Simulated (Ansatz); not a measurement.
Species: C2H7O2Si, charge 0, multiplicity 2. It need not be the lowest isomer of its formula. SMILES: [CH2]O[SiH2]OC
Structure (B3LYP-D3(BJ)/def2-TZVP (Ansatz, a quantum-chemistry and plane-wave program) minimum search):
```xyz
12

Si    -0.1683     0.8666     0.2755
O     -1.2624    -0.0156    -0.6056
C     -1.8627    -1.1641    -0.2044
O      1.1771     0.0107     0.6301
C      2.0585    -0.5446    -0.3382
H     -0.7444     1.2365     1.5811
H      0.1293     2.0173    -0.5985
H     -2.6312    -1.5420    -0.8608
H     -1.7834    -1.4709     0.8308
H      1.5915    -1.3920    -0.8454
H      2.3491     0.2000    -1.0855
H      2.9526    -0.8894     0.1797
```
Charge 0, spin multiplicity 2.

Computed values are from Ansatz. Correlated levels leave the core frozen unless marked. UHF or UKS for open shells. Spin-orbit coupling is left out. No relativistic terms. Basis-set limits of correlation are two-point, X^-3; Hartree-Fock from the larger set.

What is the total energy at CCSD(T)/CBS(cc-pV(T+d)Z,cc-pV(Q+d)Z)?

-519.7255 Eh.

What is the T1 diagnostic at CCSD/cc-pV(Q+d)Z?

0.014.

What is the dipole moment at CCSD(T)/aug-cc-pV(D+d)Z?

0.78 D.

What is the atomisation energy De at CCSD(T)/CBS(cc-pV(T+d)Z,cc-pV(Q+d)Z)?

1066.6 kcal/mol.
